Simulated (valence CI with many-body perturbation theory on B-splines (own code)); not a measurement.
The numbers below are computed, except where a source is named.
Tb³²⁺: what each term of the Hamiltonian does

Level of theory: relativistic CI+MBPT: five valence electrons over a frozen Dirac-Fock core [Ar] 3d10, radial functions for each j: 9 s, 9 p, 8 d, 6 f, 3 g, 1 h, with the one-electron correlation potential Σ1, the two-electron term Σ2, the three-electron term Σ3, Breit, model QED; selected CI, second order for the rest (own B-spline code, finite nucleus).

No measured spectrum was set against this ion. As an estimate, large intervals hold to a few tenths of a per cent, small ones and those within an open d or f shell to about a per cent. Among the levels kept, up to 260 cm⁻¹ of a level comes from second order outside the variational space, and about a tenth of that is noise between levels of different J, which matters for small intervals.

Each rung adds one term. CI alone is the Dirac-Coulomb CI over the frozen core; QED comes last and gives the full result, which names the levels. Energies are above (4s^2 4p1/2^2 4p3/2) J=3/2 on the same rung, in cm⁻¹.

Levels are named by their leading jj configuration (3d3/2^4 stands for four electrons in 3d with j = 3/2), which in mixed levels can hold well under half, so a name can repeat and another be missing. Letters in brackets count levels of one name in rising energy.

| Level | CI alone | + Σ1 | + Σ2 | + Σ3 | + Breit | Full |
| --- | --- | --- | --- | --- | --- | --- |
| (4s^2 4p1/2 4p3/2^2) J=3/2 | 340612 | 342047 | 343536 | 343687 | 339217 | 339763 |
| (4s^2 4p1/2 4p3/2^2) J=5/2 | 377569 | 379024 | 379954 | 379989 | 375244 | 375788 |
| (4s^2 4p1/2 4p3/2^2) J=1/2 | 423494 | 424965 | 425188 | 425054 | 420592 | 421121 |
| (4s^2 4p3/2^3) J=3/2 | 770077 | 772989 | 774782 | 774777 | 765721 | 766769 |
| (4s 4p1/2^2 4p3/2^2) J=5/2 | 938442 | 939239 | 941397 | 941869 | 940963 | 936334 |
| (4s^2 4p1/2^2 4d3/2) J=3/2 | 974448 | 973687 | 973600 | 973980 | 972165 | 970476 |
| (4s 4p1/2^2 4p3/2^2) J=1/2 | 1051560 | 1052530 | 1051970 | 1052140 | 1051370 | 1046530 |
| (4s 4p1/2^2 4p3/2^2) J=3/2 | 1082590 | 1083110 | 1080270 | 1080430 | 1079040 | 1075200 |
| (4s^2 4p1/2^2 4d5/2) J=5/2 | 1126550 | 1126050 | 1122720 | 1122920 | 1118830 | 1117960 |
| (4s 4p1/2 4p3/2^3) J=3/2 [a] | 1295920 | 1297710 | 1300740 | 1301270 | 1295760 | 1292510 |
| (4s^2 4p1/2 4p3/2 4d3/2) J=5/2 [a] | 1321990 | 1322660 | 1323960 | 1324460 | 1317920 | 1316820 |
| (4s^2 4p1/2 4p3/2 4d3/2) J=1/2 [a] | 1324920 | 1325360 | 1326110 | 1326620 | 1320300 | 1319510 |
| (4s^2 4p1/2 4p3/2 4d3/2) J=3/2 | 1325330 | 1326010 | 1327150 | 1327680 | 1321180 | 1320050 |
| (4s 4p1/2 4p3/2^3) J=5/2 | 1356460 | 1357980 | 1359630 | 1360090 | 1353550 | 1351020 |
| (4s^2 4p1/2 4p3/2 4d3/2) J=7/2 | 1364540 | 1364820 | 1365090 | 1365470 | 1358200 | 1357870 |
| (4s^2 4p1/2 4p3/2 4d5/2) J=7/2 [a] | 1410270 | 1411030 | 1411350 | 1411880 | 1403250 | 1403120 |
| (4s 4p1/2 4p3/2^3) J=1/2 | 1427170 | 1428740 | 1426170 | 1426410 | 1420540 | 1417860 |
| (4s^2 4p1/2 4p3/2 4d5/2) J=9/2 | 1449900 | 1450710 | 1450700 | 1451050 | 1441900 | 1441770 |
| (4s 4p1/2 4p3/2^3) J=3/2 [b] | 1453910 | 1455360 | 1450540 | 1450670 | 1444660 | 1442320 |

(1) How does the ionisation energy move along the ladder, and which term matters most?

Results:

(1) CI alone 1302.3, + Σ1 1303.7, + Σ2 1303.9, + Σ3 1303.6, + Breit 1302.8, + QED 1302.8 eV. The largest step is Σ1, 1.4 eV. NIST lists 1301 ± 4 eV (theoretical).
